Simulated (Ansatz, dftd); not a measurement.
Reaction: H2S2 (SMILES SS) + H+ → H3S2+ (SMILES [SH2+]S)
Each species at its own B3LYP-D3(BJ)/def2-TZVP minimum (Ansatz, an electronic-structure program).

Quantity: proton affinity (electronic), positive where energy is released, in kcal/mol. UHF or UKS for unpaired electrons; spin-orbit terms are left out. CBS(X,Y): correlation extrapolated as X^-3, Hartree-Fock from the larger set (Q,5: extrapolated as (X+1)exp(-9√X)). A bracket is a step between two methods taken in the basis named. The functionals are non-relativistic, so their misses hold any scalar relativity. 'core' is core correlation in cc-pwCVTZ (1s frozen past Ne), 'X2C' scalar relativity in cc-pVTZ-DK, both at CCSD(T).

Compared with CCSD(T)/CBS(cc-pV(Q+d)Z,cc-pV(5+d)Z) + [CCSDT(Q) - CCSD(T)]/cc-pV(T+d)Z + core + X2C (Ansatz): 178.7 kcal/mol.

### Question
Rank these levels by how close they come to it, closest first: r2SCAN/def2-TZVPD (Ansatz); PBE0-D3(BJ)/def2-TZVPD (Ansatz + dftd3); r2SCANh-D4/def2-TZVPD (Ansatz + dftd4).

### Answer
r2SCANh-D4/def2-TZVPD (179.6 kcal/mol, difference 0.9), r2SCAN/def2-TZVPD (179.9 kcal/mol, difference 1.2), PBE0-D3(BJ)/def2-TZVPD (180.1 kcal/mol, difference 1.4)
